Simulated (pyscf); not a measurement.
Structures and frequencies: ωB97X-D3(BJ)/def2-SVP in PySCF. MP2 and CC: frozen core, UHF for open shells. ΔMP2 is the change of the MP2 total energy from the triple- to the quadruple-zeta basis.

SMILES: [SeH][SiH2][SeH]
```xyz
7

Se    -2.0722    -0.3125    -1.1551
Si    -0.5723    -1.6010    -0.0451
Se     1.3800    -1.8284    -1.1758
H     -1.1264     0.7992    -1.2978
H     -0.1713    -1.0221     1.2644
H     -1.2780    -2.8944     0.1543
H      0.7089    -2.2961    -2.3930
```

Q: What is the homolytic dissociation enthalpy (298 K, CCSD(T)/def2-TZVPP + ΔMP2(QZVPP)) of the Se–Si bond of HSe–SiH₂–SeH, to SeH• + •H₂Si–SeH?

A: Se–Si to SeH• + •H₂Si–SeH: 3.43 eV. •H₂Si–SeH lies 0.51 eV over its isomer H₃Si–Se•, and others may lie lower still (electronic energy, ωB97M-D3(BJ)). The CCSD(T) − MP2 part came from Ansatz, without density fitting, on the same reference. The frozen core leaves the outer d or s,p core shells of the metals and heavy elements correlated in the MP2 and CC values, and def2-TZVPP describes them poorly, which can shift differences by a few kcal/mol. Left out: the spin-orbit lowering of SeH, which is large for Br, Se, Te and I. Elements up to Kr have no core potential and no relativistic terms here.
